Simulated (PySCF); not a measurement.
Compound: H₆P₂Si₂.
Structure used (PBE0-D3(BJ)/def2-SVP), in Å, numbered top down from 1:
```
atom  x, y, z in Å
Si1   -1.3650    0.1169   -0.4214
P2     0.5481    0.0759   -1.6776
Si3    1.3029    0.4831    0.4434
P4    -0.4913   -0.2392    1.6632
H5    -1.9374    1.4952   -0.4706
H6    -2.4081   -0.8696   -0.8353
H7     0.6616   -1.3354   -1.4473
H8     2.6068   -0.1611    0.7861
H9     1.4202    1.9616    0.6202
H10   -0.1953   -1.5948    1.2988
```

Theory: PySCF 2.14.0, PBE0-D3(BJ)/def2-SVP geometry optimisation, gas phase.

Masses are those of the commonest isotopes; rigid-rotor values at the optimised geometry. 

**Question.** What are A, B and C (MHz)?

**Answer.** Ia = 148.26, Ib = 211.05, Ic = 327.87 u·Å²; 505379 MHz·u·Å²/I gives A = 3409, B = 2395, C = 1541 MHz.

**Question.** What kind of rotor is it?

**Answer.** An asymmetric top; Ray's κ = -0.086.

**Question.** Is it planar, by Δ = Ic − Ia − Ib?

**Answer.** Not planar: Δ = Ic − Ia − Ib = -31.43 u·Å². For a rigid frame Δ = −2 Σ m c², so Σ m c² = 15.72 u·Å² lies off the ab plane: 11.31 from hydrogen and 4.41 from heavier atoms. The atom farthest from that plane is 1.66 Å away.

**Question.** Which types of transition are allowed, and where do some lines up to J = 4 fall?

**Answer.** The dipole components are |μa| = 0.00 D, |μb| = 0.00 D, |μc| = 0.77 D; the symmetry axis of this C2v structure is c, so μa and μb vanish by symmetry and there are no a-type or b-type lines. Some lines, for components of 0.1 D or more:

```
type  branch         J(Ka,Kc)    MHz  lower level (cm⁻¹)
   c       Q  1(1,1) ← 1(0,1)   1014               0.131
   c       Q  4(2,3) ← 4(1,3)   1100               1.459
   c       Q  3(2,2) ← 3(1,2)   2057               0.911
   c       Q  2(2,1) ← 2(1,1)   3042               0.485
   c       R  1(1,0) ← 0(0,0)   5803               0.000
   c       Q  3(3,1) ← 3(2,1)   5892               1.030
   c       R  2(1,1) ← 1(0,1)  10593               0.131
   c       R  2(2,0) ← 1(1,0)  12125               0.194
   c       R  2(2,1) ← 1(1,1)  12621               0.165
   c       R  3(2,1) ← 2(1,1)  16353               0.485
   c       R  3(3,0) ← 2(2,0)  18950               0.598
   c       R  3(3,1) ← 2(2,1)  19203               0.586
   c       R  4(2,2) ← 3(1,2)  21067               0.911
   c       R  4(1,3) ← 3(0,3)  21620               0.738
   c       R  4(2,3) ← 3(1,3)  22527               0.744
   c       R  4(3,1) ← 3(2,1)  22779               1.030
   c       R  4(3,2) ← 3(2,2)  23643               0.980
   c       R  4(4,0) ← 3(3,0)  25849               1.230
   c       R  4(4,1) ← 3(3,1)  25928               1.227
```

Stationary, but not proved a minimum. Zero-point vibration and centrifugal distortion are left out.
